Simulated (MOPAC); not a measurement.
MOPAC input (PM3):

```
PM3 FORCE THERMO(298,298) PRECISE LET GEO-OK AUX(PRECISION=9) THREADS=1
H4F2Si2

F    -1.83715666 1   -1.41472044 1   -0.39985691 1
Si   -1.22838522 1    0.00909404 1    0.00660396 1
Si    1.22838604 1   -0.00909255 1   -0.00660352 1
F     1.83715554 1    1.41471862 1    0.39985638 1
H    -1.68958631 1    0.39062307 1    1.38051442 1
H    -1.69717437 1    1.06011943 1   -0.95334542 1
H     1.69717461 1   -1.06011947 1    0.95334566 1
H     1.68958655 1   -0.39062297 1   -1.38051468 1
```

Output:

```
 *******************************************************************************
 **                                                                           **
 **                              MOPAC v23.2.5                                **
 **                                                                           **
 *******************************************************************************
 ** MOPAC's Digital Object Identifier: https://doi.org/10.5281/zenodo.6511958 **
 **                                                                           **
 ** Please cite the open-source release paper for use of this MOPAC version:  **
 ** J. E. Moussa and J. J. P. Stewart (2026)                                  **
 ** MOPAC: An open-source semiempirical molecular orbital program             **
 ** J. Open Source Softw., 11(119), 8025, https://doi.org/10.21105/joss.08025 **
 *******************************************************************************

                              PM3 CALCULATION RESULTS

 *******************************************************************************
 *  PM3        - The PM3 Hamiltonian to be used
 *  GEO-OK     - OVERRIDE INTERATOMIC DISTANCE AND OTHER SAFETY CHECKS
 *  LET        - OVERRIDE SOME SAFETY CHECKS
 *  PRECISE    - TIGHTER CRITERIA TO BE USED
 *  FORCE      - FORCE CALCULATION SPECIFIED
 *  AUX        - OUTPUT AUXILIARY INFORMATION
 *  THERMO     - THERMODYNAMIC QUANTITIES TO BE CALCULATED
 *******************************************************************************
PM3 FORCE THERMO(298,298) PRECISE LET GEO-OK AUX(PRECISION=9) THREADS=1
 H4F2Si2

   ATOM   CHEMICAL          X               Y               Z
  NUMBER   SYMBOL      (ANGSTROMS)     (ANGSTROMS)     (ANGSTROMS)

     1       F         -1.83715666  *  -1.41472044  *  -0.39985691  *
     2      Si         -1.22838522  *   0.00909404  *   0.00660396  *
     3      Si          1.22838604  *  -0.00909255  *  -0.00660352  *
     4       F          1.83715554  *   1.41471862  *   0.39985638  *
     5       H         -1.68958631  *   0.39062307  *   1.38051442  *
     6       H         -1.69717437  *   1.06011943  *  -0.95334542  *
     7       H          1.69717461  *  -1.06011947  *   0.95334566  *
     8       H          1.68958655  *  -0.39062297  *  -1.38051468  *

          CARTESIAN COORDINATES

    NO.       ATOM           X           Y           Z

     1         F         -1.8372     -1.4147     -0.3999
     2        Si         -1.2284      0.0091      0.0066
     3        Si          1.2284     -0.0091     -0.0066
     4         F          1.8372      1.4147      0.3999
     5         H         -1.6896      0.3906      1.3805
     6         H         -1.6972      1.0601     -0.9533
     7         H          1.6972     -1.0601      0.9533
     8         H          1.6896     -0.3906     -1.3805

  H: (PM3): J. J. P. STEWART, J. COMP. CHEM. 10, 209 (1989).
  F: (PM3): J. J. P. STEWART, J. COMP. CHEM. 10, 209 (1989).
 Si: (PM3): J. J. P. STEWART, J. COMP. CHEM. 10, 209 (1989).

           Empirical Formula: H4 F2 Si2  =     8 atoms

      MOLECULAR POINT GROUP   :   C2h

[...]
 EFFECTIVE MASS     20.7742
 FORCE CONSTANT      2.4042

 VIBRATION         14    5Ag         ATOM PAIR     ENERGY CONTRIBUTION    RADIAL
 FREQUENCY           931.30         Si3 -- F 4         +29.4% ( 69.0%)     99.9%
 TRANSITION DIPOLE   0.0000         F 1 -- Si2         +29.4% ( 69.0%)     99.9%
 TRAVEL (Ang.)       0.1168         Si2 -- Si3         +13.4% ( 46.7%)     18.4%
 REDUCED MASS        5.3099         Si3 -- H 8          +7.0% ( 33.6%)      5.0%
 EFFECTIVE MASS     22.0927
 FORCE CONSTANT      2.7134

 VIBRATION         15    3Bg         ATOM PAIR     ENERGY CONTRIBUTION    RADIAL
 FREQUENCY          1917.32         Si2 -- H 5         +24.9% ( 50.5%)     98.7%
 TRANSITION DIPOLE   0.0000         Si2 -- H 6         +24.9% ( 50.5%)     98.7%
 TRAVEL (Ang.)       0.3723         Si3 -- H 7         +24.9% ( 50.5%)     98.7%
 REDUCED MASS        0.2538         Si3 -- H 8         +24.9% ( 50.5%)     98.7%
 EFFECTIVE MASS      1.3837
 FORCE CONSTANT      0.5497

 VIBRATION         16    4Au         ATOM PAIR     ENERGY CONTRIBUTION    RADIAL
 FREQUENCY          1917.35         Si3 -- H 7         +24.9% ( 50.5%)     98.6%
 TRANSITION DIPOLE   0.1280         Si3 -- H 8         +24.9% ( 50.5%)     98.6%
 TRAVEL (Ang.)       0.3717         Si2 -- H 5         +24.9% ( 50.5%)     98.6%
 REDUCED MASS        0.2545         Si2 -- H 6         +24.9% ( 50.5%)     98.6%
 EFFECTIVE MASS      1.3888
 FORCE CONSTANT      0.5512

 VIBRATION         17    5Bu         ATOM PAIR     ENERGY CONTRIBUTION    RADIAL
 FREQUENCY          1935.20         Si2 -- H 6         +24.9% ( 49.6%)     97.9%
 TRANSITION DIPOLE   0.2527         Si2 -- H 5         +24.9% ( 49.6%)     97.9%
 TRAVEL (Ang.)       0.3751         Si3 -- H 8         +24.9% ( 49.6%)     97.9%
 REDUCED MASS        0.2476         Si3 -- H 7         +24.9% ( 49.6%)     97.9%
 EFFECTIVE MASS      1.2098
 FORCE CONSTANT      0.5463

 VIBRATION         18    6Ag         ATOM PAIR     ENERGY CONTRIBUTION    RADIAL
 FREQUENCY          1935.84         Si3 -- H 7         +24.9% ( 49.5%)     98.0%
 TRANSITION DIPOLE   0.0000         Si3 -- H 8         +24.9% ( 49.5%)     98.0%
 TRAVEL (Ang.)       0.3751         Si2 -- H 6         +24.9% ( 49.5%)     98.0%
 REDUCED MASS        0.2476         Si2 -- H 5         +24.9% ( 49.5%)     98.0%
 EFFECTIVE MASS      1.2138
 FORCE CONSTANT      0.5466

      SYMMETRY NUMBER FOR POINT-GROUP C2h =  2

          SYSTEM IS A GROUND STATE

 H4F2Si2

          MOLECULE IS NOT LINEAR

          THERE ARE 18 GENUINE VIBRATIONS IN THIS SYSTEM
          THIS THERMODYNAMICS CALCULATION IS LIMITED TO
          MOLECULES WHICH HAVE NO INTERNAL ROTATIONS

                    CALCULATED THERMODYNAMIC PROPERTIES
                                          *
   TEMP. (K)   PARTITION FUNCTION   H.O.F.    ENTHALPY  HEAT CAPACITY ENTROPY
                                   KCAL/MOL   CAL/MOLE    CAL/K/MOL  CAL/K/MOL

 298.00  VIB.     0.1644D+03                  2321.7382    15.2509    17.9306
         ROT.     0.7187D+05                   888.2803     2.9808    25.2029
         INT.     0.1182D+08                  3210.0185    18.2317    43.1334
         TRA.     0.9408D+27                  1480.4672     4.9680    39.6616
         TOT.                     -159.720    4690.4856    23.1997    82.7950

   *: NOTE: HEATS OF FORMATION ARE RELATIVE TO THE
            ELEMENTS IN THEIR STANDARD STATE AT 298K
              (=  Standard Enthalpy of Formation).

            Hvib:  Zero-point energy is not included.
                   frequencies of less than zero cm-1 are not included.
            Hrot = (3/2)RT
            Htra = (3/2)RT + pV = (5/2)RT

            Heat capacity is Cp, not Cv

          For more information, see: HTTP://OpenMOPAC.net/Manual/thermochemistry.html

           FORCE CONSTANT IN CARTESIAN COORDINATES (Millidynes/A)

    ATOM   CHEMICAL       X               Y               Z
   NUMBER   SYMBOL  FORCE CONSTANT  FORCE CONSTANT  FORCE CONSTANT

      1       F        5.832173        0.287626        0.356097
      2      Si        6.687010        2.826473        3.331515
      3      Si        6.687010        2.826473        3.331515
      4       F        5.832173        0.287626        0.356097
      5       H        0.586175        0.622905        1.478362
      6       H        0.586174        0.622903        1.478365
      7       H        0.586174        0.622903        1.478365
      8       H        0.586175        0.622905        1.478362

 **********************
 *                    *
 * JOB ENDED NORMALLY *
 *                    *
 **********************

 == MOPAC DONE ==
```
